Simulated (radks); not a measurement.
Values are calculated unless marked as measured or tabulated.
Neutral gold inside a hard spherical wall (all orbitals vanish at R), configuration held at [Xe] 4f14 5d10 6s1 and not refilled when levels cross. Code: a radial shooting solver on a logarithmic mesh with Libxc functionals. Model: scalar-relativistic Kohn-Sham, r2SCAN, spin-polarised, spherical densities, finite nucleus; open shells are filled with parallel spins first (spin-orbit coupling, left out, can overturn this in heavy ions); meta-GGA in the generalised Kohn-Sham scheme; Fermi nuclear charge, rms radius 5.4371 fm. Eigenvalues in eV for spin up, with the zero of energy where the potential of the charges vanishes at infinity; a dash marks a level that is unbound or too diffuse for the functional's potential to be trusted. A positive occupied level is held by the wall or, in an anion where self-interaction has pushed it up, behind a barrier. The pressure on the wall is -dE/dV.

R (bohr),E (hartree),kinetic (hartree),e(4f),e(5p),e(5d),e(6s),"e(6p, empty)","e(7s, empty)",pressure (GPa)
free,-19009.8029,21259.106,-81.897,-61.305,-7.199,-6.375,-,-,0
15,-19009.8029,21259.106,-81.897,-61.305,-7.199,-6.375,-0.613,0.806,< 0.0001
10,-19009.8028,21259.107,-81.891,-61.299,-7.194,-6.371,-0.499,2.462,0.00189
7,-19009.7992,21259.141,-81.715,-61.124,-7.036,-6.208,0.241,7.378,0.248
4,-19009.5119,21260.702,-76.845,-56.659,-2.994,-0.535,10.416,44.311,67.9
3.5,-19009.1408,21262.428,-72.902,-53.257,0.293,4.799,18.373,67.305,214
3,-19008.1980,21266.506,-65.572,-47.207,6.619,16.083,34.184,108.38,770
2.5,-19005.5150,21277.515,-51.178,-35.740,19.892,42.437,68.728,188.65,3350
2,-18996.4347,21312.784,-20.199,-10.038,52.085,112.85,154.00,366.41,19300
